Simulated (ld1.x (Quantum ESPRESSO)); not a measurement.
## What one change does to a pseudopotential (phosphorus, TM)

```
Element                 : P (Z = 15)
Generator               : ld1.x (Quantum ESPRESSO) 7.5
Type                    : norm-conserving Troullier–Martins (Kleinman–Bylander form)
Functional              : PBE
Relativity              : non-relativistic
Frozen core             : [Ne]
Valence charge          : 5
Reference configuration : 3s2 3p1 (charge +2)
Partial waves           : 3p (bound): rc 1.50 bohr; 3d channel at -0.15 Ry: rc 1.35 bohr; 3s (bound): rc 1.10 bohr
Local potential         : the s channel
Core correction         : none
```

Change: local potential the d channel.

Cutoffs: the cutoffs (Ry, on a coarse ladder) from which the occupation-weighted sum of valence levels, in a spherical-Bessel basis at the reference potential, stays within 10 and 1 mRy of its value at 400 Ry; they do not see the model core or the augmentation charge, which bear on the density cutoff. Errors are all-electron minus pseudo energies relative to the spin-unpolarised reference configuration.

**Question.** What does the change do?

**Answer.** The potential gets neither clearly harder nor softer (70 Ry and 200 Ry → 70 Ry and 200 Ry); a bound ghost appears in s, which as a rule spoils a file; of the 7 tests that both files solve, the error grows in 7 and shrinks in 0 by more than 15 % and 0.3 meV (median size 37.1 → 122.2 meV); the range in which the s phases agree narrows (upper end 0.5 → -2.0). In the separable form a ghost depends on how the local part lies against the semilocal potential of the channel, so the choice of the local part can create or remove one.

```tsv
quantity	base	changed
cutoff, loose	70 Ry	70 Ry
cutoff, tight	200 Ry	200 Ry
loose cutoff by channel (10 mRy a level)	p 8 Ry, s 60 Ry	s 55 Ry, p 8 Ry
bound ghosts	none	s
error for 3s2 3p3, meV [ΔE -28.90 eV]	+37	+122
error for 3s2 3p2, meV [ΔE -19.16 eV]	+15	+57
error for 3s2 3p0, meV [ΔE 29.75 eV]	+37	+186
error for 3s2 3p2.5, meV [ΔE -25.12 eV]	+27	+94
error for 3s1 3p4, meV [ΔE -20.45 eV]	+74	+136
error for 3s2 3p3.3, meV [ΔE -30.21 eV]	+42	+134
error for 3s1 3p3, meV [ΔE -10.13 eV]	+53	+90
s: phases at 1.65 bohr within 0.05 rad from the reference energy up to (Ry; the scan ends near 5)	0.5	-2.0
p: phases at 1.65 bohr within 0.05 rad from the reference energy up to (Ry; the scan ends near 5)	2.2	1.9
d: phases at 1.65 bohr within 0.05 rad from the reference energy up to (Ry; the scan ends near 5)	to the end of the scan	to the end of the scan
```

 A true bound ghost makes a file unfit for plane-wave use even where its test errors are small: the radial tests pick states by their node count and pass the ghost by.
